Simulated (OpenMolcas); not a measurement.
Cr2+ among 6 point charges of -2.2 e arranged as a tetragonal octahedron (D4h), 1.78 Å from the ion, with the axial distance 1.549 Å. The active orbitals were held to one l.

| Property | Result |
| --- | --- |
| Program | OpenMolcas |
| Method | CASSCF |
| Basis | ANO-RCC-VDZP [5s4p2d1f] |
| Scalar Hamiltonian | DKH2, point nucleus |
| Active space | 4 electrons in 5 orbitals (3d) |
| State averaging | 2S+1 = 5 even, 5 roots; 2S+1 = 3 even, 45 roots; 2S+1 = 1 even, 50 roots |
| Spin-orbit coupling | RASSI with atomic mean-field integrals over the reference wave functions |

**Question.** What is the spin-free ground state (labels of D4, the rotations of D4h)?

**Answer.** 5A1, 1-fold in its orbital part, 100 % from free-ion D terms; it has the highest spin that d4 allows.

**Question.** Where is the first state of the same spin?

**Answer.** 5B1 at 12500 cm-1 above the ground state.

**Question.** What are the lowest two levels with spin-orbit coupling?

**Answer.** A 1-fold level A1, then a 2-fold level E 2.7 cm-1 above it. Their leading multiplicities are 5 (100 %) and 5 (100 %).

**Question.** What is χT at 300 K, and how does it compare with the textbook value?

**Answer.** The lowest level has 2S+1 = 5, for which the spin-only value is χT = S(S+1) / 2 = 3.000 cm3 K/mol (g = 2). The computed 2.985 at 300 K differs by -0.015, through a little spin-orbit mixing out of the ground term, against the free-electron g of 2.0023, which raises it.

Without dynamic correlation the repulsion within the d shell is too large (B by tens of per cent), so at a given field states of lower spin stand too high. This shell can be high or low spin here, a state of another spin lies low, and with metal d orbitals alone active their balance is uncertain, so the ground spin may be wrong. This is an electrostatic model: the charges have no orbitals. No measured value stands beside these numbers.
